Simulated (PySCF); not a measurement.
CH4SSn, neutral, multiplicity 1. Atoms are numbered in the order given.

```xyz
7

Sn     0.3120    -0.1695     0.4907
C      1.4274     1.1306    -0.9017
H      0.9131     2.1014    -0.9991
H      1.4636     0.6699    -1.9029
H      2.4560     1.3068    -0.5517
S     -1.6603    -0.0941    -0.9680
H     -2.4320    -0.8807    -0.1841
```
Charge 0, spin multiplicity 1.

Geometry: r2SCAN-D4/def2-SVP. The def2 effective core potentials stand for the cores of Sn; spin–orbit coupling is left out. The values are those of a single conformer.

Calculation: PBE0/def2-TZVPD (PySCF).

The molecule is in vacuum.

Question: Estimate the frontier levels, gap, dipole moment and polarisability. (An estimate is asked for; the answer gives what the named calculation found.)

Answer: 
highest occupied level: -6.55 eV
lowest empty level: -2.46 eV
orbital gap: 4.09 eV
dipole moment: 1.82 D
quadrupole, principal values (traceless, Buckingham form, about the centre of nuclear charge): -5.56, 2.51, 3.05 D·Å
mean static polarisability: 84.7 bohr³ (12.56 Å³)
polarisability, principal values: 63.9, 86.4, 103.8 bohr³
